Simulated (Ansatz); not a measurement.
`CCC(C)CC(C)CC(C)C` with charge +1. The state is a doublet with charge 1. Geometry PBE-D4/def2-SVP, that of the neutral singlet.

Cartesian coordinates in Å:
```
C 1.341 -2.991 -2.283
C 0.038 -2.229 -2.537
C -0.380 -1.240 -1.430
C -1.773 -0.672 -1.726
C 0.671 -0.129 -1.242
C 0.378 0.956 -0.186
C 1.495 2.007 -0.202
C 0.177 0.344 1.213
C -0.140 1.317 2.364
C -1.408 2.140 2.099
C -0.255 0.550 3.687
H 1.526 -3.744 -3.076
H 1.308 -3.530 -1.313
H 2.223 -2.320 -2.259
H -0.787 -2.961 -2.676
H 0.110 -1.674 -3.501
H -0.442 -1.825 -0.483
H -1.757 -0.035 -2.637
H -2.507 -1.485 -1.901
H -2.161 -0.051 -0.893
H 1.651 -0.592 -0.992
H 0.820 0.373 -2.226
H -0.566 1.467 -0.480
H 2.458 1.567 0.137
H 1.654 2.405 -1.225
H 1.274 2.870 0.457
H 1.094 -0.233 1.476
H -0.644 -0.407 1.170
H 0.712 2.027 2.464
H -1.641 2.805 2.956
H -2.286 1.474 1.947
H -1.316 2.779 1.198
H -1.101 -0.170 3.655
H 0.666 -0.029 3.903
H -0.433 1.235 4.542
```

Q: Estimate the α-spin orbital energies around the gap (eV) in Ansatz with PBE-D4/def2-SVP, PBE0-D4/def2-SVP, r2SCAN0-D4/def2-SVP.

A: 
```tsv
orbital	PBE-D4/def2-SVP	PBE0-D4/def2-SVP	r2SCAN0-D4/def2-SVP
HOMO−5	-12.01	-13.46	-13.69
HOMO−4	-11.89	-13.35	-13.56
HOMO−3	-11.82	-13.24	-13.47
HOMO−2	-11.65	-13.13	-13.34
HOMO−1	-11.53	-12.99	-13.20
HOMO	-11.48	-12.93	-13.13
LUMO	-3.13	-2.30	-1.97
LUMO+1	-2.68	-1.80	-1.44
LUMO+2	-2.59	-1.75	-1.40
LUMO+3	-2.47	-1.62	-1.27
LUMO+4	-2.02	-1.12	-0.75
LUMO+5	-1.86	-0.96	-0.56
β HOMO	-11.44	-12.76	-12.91
β LUMO	-11.35	-11.35	-11.42
```
